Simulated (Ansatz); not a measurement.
C$_{4}$H$_{4}$S, charge -1, doublet, geometry from GFN2-xTB (a state made from the parent by changing its charge; the spin is typed, not shown lowest) (a gas-phase anion, which may not be bound at this level); B3LYP/3-21G (Ansatz, an electronic-structure program).

The Ansatz input:
Ansatz 0.2 input:
```yaml
crystal:
  periodic: [false, false, false]
  atoms:
    - {symbol: C, position_ang: [0.37858705, -1.40799270, 0.17076680]}
    - {symbol: C, position_ang: [-0.96397958, -1.08753912, 0.20720749]}
    - {symbol: C, position_ang: [-1.23029263, 0.24736622, -0.10972511]}
    - {symbol: S, position_ang: [0.27791884, 1.18476965, -0.17944570]}
    - {symbol: C, position_ang: [1.21958090, -0.29303038, 0.11664142]}
    - {symbol: H, position_ang: [0.77263208, -2.41463041, 0.26988164]}
    - {symbol: H, position_ang: [-1.76243806, -1.80491837, 0.36921296]}
    - {symbol: H, position_ang: [-2.13061493, 0.79473067, 0.13096781]}
    - {symbol: H, position_ang: [2.25034507, -0.28432037, -0.20827477]}
basis:
  gaussian:
    orbitals: 3-21G.json
hamiltonian:
  xc: b3lyp
total_charge: -1
magnetization: {spin_polarized: true, initial_magnetization: 1}
```
The basis file holds 3-21G in the JSON format of the Basis Set Exchange.

The log (banner, timings and long lists left out):

```
Functional definition: B3LYP
737 factors; integrals over basis functions are off by at most 1.0e-3 eV
mean field evaluation 1: about -14966.9892 eV, gradient 2.1e1 eV
mean field evaluation 2: about -14966.0584 eV, gradient 2.4e1 eV
mean field evaluation 4: about -14969.1885 eV, gradient 1.1e0 eV
mean field evaluation 8: about -14969.2736 eV, gradient 4.5e-2 eV
mean field evaluation 16: about -14969.2736 eV, gradient 1.2e-5 eV
mean field -14969.27364009 eV, -550.1106597351 hartree, gradient 9.9e-6 eV, S^2 0.762812; 0 other end points of the search recorded, 0 dependent functions left out
reference -14969.27383686 eV, -550.1106669665 hartree; 23, 22 occupied and 34, 35 virtual orbitals, 737 factors
Total energy: -14969.27383686 eV, -550.1106669665 hartree
```
